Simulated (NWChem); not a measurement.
A series in which one site is exchanged, each optimised at PBE0/def2-SVP with NWChem, gas phase unless a solvent is named. All stand in one matching conformer (torsions within 35°), which need not be the lowest. Some are not confirmed as minima by frequencies. def2 effective core potentials on Te; no spin-orbit coupling.

A: [NH2][Be][NH2] (BeN$_{2}$H$_{4}$; site = Be)
B: N[Te]N (N2H4Te; site = Te)
C: [NH2][Zn][NH2] (ZnN₂H₄; site = Zn)
D: [NH2][Mg][NH2] (MgN2H4; site = Mg)

Values for A:

- dipole (D), PBE0/def2-SVP: 0.00
- vertical ionisation energy, ΔSCF, CAM-B3LYP/def2-SVP (eV): 9.41
- static polarisability, CAM-B3LYP/def2-SVPD (bohr³): 33.8

How do these values change for the other members?


```tsv
change from A	B	C	D
dipole (D), PBE0/def2-SVP	+2.42	+1.47	0.00
vertical ionisation energy, ΔSCF, CAM-B3LYP/def2-SVP (eV)	-1.08	-0.65	-0.96
static polarisability, CAM-B3LYP/def2-SVPD (bohr³)	+25.8	+7.7	+8.8
```
